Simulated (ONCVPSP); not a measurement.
u(r) = r·R(r): atom against pseudo-atom (nickel)

Columns: radius, all-electron u(r) and pseudo u(r) of the 3p shell (level -66.38 eV) of nickel in the configuration [Ne] 3s2 3p6 3d9 4s1; Wu-Cohen, scalar-relativistic, ONCV scheme, ONCVPSP 4.0.1.

```tsv
r (bohr)	all-electron	pseudo
0.057	-0.3603	0.0253
0.115	-0.6289	0.0999
0.172	-0.5537	0.2144
0.230	-0.2614	0.3619
0.288	0.1063	0.5273
0.345	0.4520	0.6932
0.402	0.7394	0.8491
0.460	0.9582	0.9862
0.518	1.1033	1.0927
0.575	1.1837	1.1630
0.632	1.2147	1.1984
0.690	1.2074	1.2009
0.747	1.1727	1.1751
0.805	1.1187	1.1266
0.862	1.0539	1.0634
0.920	0.9813	0.9892
0.977	0.9074	0.9123
1.035	0.8322	0.8341
1.092	0.7603	0.7605
1.150	0.6903	0.6901
1.208	0.6244	0.6243
1.265	0.5640	0.5639
1.322	0.5082	0.5081
1.380	0.4560	0.4559
1.438	0.4083	0.4083
1.495	0.3657	0.3657
```

How many radial nodes do the two functions have?

The all-electron 3p function has n − l − 1 = 1; the pseudo-wave has 0, since the states of the same l below it are removed with the core.

At about which radius was the pseudo-wave matched?

1.15 bohr, where the columns begin to agree (steps of 0.06 bohr).

Where does each function peak?

Outermost all-electron maximum near 0.63 bohr, pseudo maximum near 0.69 bohr (to the table’s step).

Is the pseudo-wave norm-conserving?

Yes: the ONCV scheme keeps the norm inside the radius equal to the all-electron one, which fixes the energy derivative of the logarithmic derivative at the level.
